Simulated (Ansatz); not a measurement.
Isomers of Zr2Se4⁺ (doublet), relaxed with r2SCAN-D4/def2-SVP; total energies from Ansatz at RPA@PBE/def2-TZVP.

```json
{"isomer": "A", "description": "point group Cs; 7 × Se–Zr 2.36 to 2.96 Å", "energy (Eh)": "-9694.74342"}
{"isomer": "B", "description": "point group C2; 6 × Se–Zr 2.36 to 2.54 Å", "energy (Eh)": "-9694.73519"}
{"isomer": "C", "description": "point group C2v; 6 × Se–Zr 2.36 to 2.54 Å", "energy (Eh)": "-9694.73547"}
```

In the def2 sets Zr takes a core potential; there is no spin–orbit coupling. Correlated methods freeze 36 core orbitals; core or outer-core shells of Zr, Se are correlated, in sets that lack core-valence functions.

The isomers come from a short search, and lower ones may exist.

Work out the relative energies (1 Eh = 2625.5 kJ/mol) and the Boltzmann populations at 298 K from electronic energies alone (R = 8.314 J/mol/K).

ΔE: A 0.0, B 21.6, C 20.9 kJ/mol. RT = 2.48 kJ/mol. Factors exp(−ΔE/RT): A 1, B 0.000165, C 0.000219; sum 1.000. Populations: A 100.0 %, B 0.0 %, C 0.0 %. Zero-point energy, vibrational entropy and symmetry numbers are left out and can shift these; an error of 4 kJ/mol changes a ratio by a factor of 5.0. Over the other density-functional and correlated levels in def2 sets, the gap between A and C ranges from 8 to 20 kJ/mol.
